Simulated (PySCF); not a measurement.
# C8H12P2: full NMR table

```yaml
Formula: C8H12P2
SMILES: Cc1pcc(C(C)C)cp1
InChI: InChI=1S/C8H12P2/c1-6(2)8-4-9-7(3)10-5-8/h4-6H,1-3H3
Point_group_of_the_computed_structure: C1
Carbon_signals: 6
Proton_signals: 4
```

Structure with atom numbers: `[CH3:1][c:2]1[p:3][cH:4][c:5]([CH:6]([CH3:7])[CH3:8])[cH:9][p:10]1`; H(Xn) means a hydrogen on atom n.

PySCF 2.14.0 with density-fitted response routines calculation with GFN2-xTB geometry and σ from GIAO-PBE0/pcSseg-1; one computed conformer, one averaged value for each set of equivalent atoms, no solvent, no relativistic terms.

Chemical shifts δ = σref − σ; TMS for ¹H (31.72 ppm) and ¹³C (186.93 ppm); ³¹P (318.38 ppm) vs H3PO4, all at this level.

| carbon | δC, type | δH (multiplicity) | HMBC from (2–3 bonds) | span of the C tensor (ppm) |
| --- | --- | --- | --- | --- |
| C1 | 30.6, CH3 | 3.38 (m) | – | 41 |
| C2 | 215.6, C | – | H(C4)/H(C9), H(C1) | 444 |
| C4/C9 | 161.0, CH | 9.09 (m) | H(C4)/H(C9), H(C6) | 292 |
| C5 | 156.1, C | – | H(C4)/H(C9), H(C6), H(C7)/H(C8) | 245 |
| C6 | 45.9, CH | 2.80 (sept) | H(C4)/H(C9), H(C7)/H(C8) | 42 |
| C7/C8 | 27.0, CH3 | 1.35 (d) | H(C6), H(C7)/H(C8) | 37 |

Other nuclei:
| atoms | nucleus | environment | δ (ppm) | σ (ppm) |
| --- | --- | --- | --- | --- |
| P3/P10 | ³¹P | phosphorus bonded to 2 C, in a 6-membered ring | 267.2 | 51.2 |

1. δC 215.6, 156.1: substituted aromatic carbon.
2. δC 161.0: aromatic CH.
3. δC 45.9: sp3 CH on an aromatic ring; a saturated carbon with 3 carbon neighbours and no heteroatom attached.
4. δC 30.6: methyl carbon on an aromatic ring; a saturated carbon with 1 carbon neighbour and no heteroatom attached.
5. δH 9.09: hydrogen on an aromatic CH; the ring current deshields protons in the ring plane.

Splittings by ³¹P in the carbon and heteronuclear signals aren't shown, as no couplings were computed. Shifts are as computed. Against solution values, carbons near 30 ppm lie about +3 ppm off and those near 130 ppm about +5 ppm. Of 1211 compounds with measured shifts, 218 miss one by over three times the rms of a fit or turn the order of signals round; such compounds aren't used in these exercises. Experimental scales use liquid or dissolved standards, which lie at an offset from isolated H3PO4. Multiplicities follow the n + 1 count of equivalent neighbours, as no J values were calculated; m marks all less simple cases, F and P coupling included.
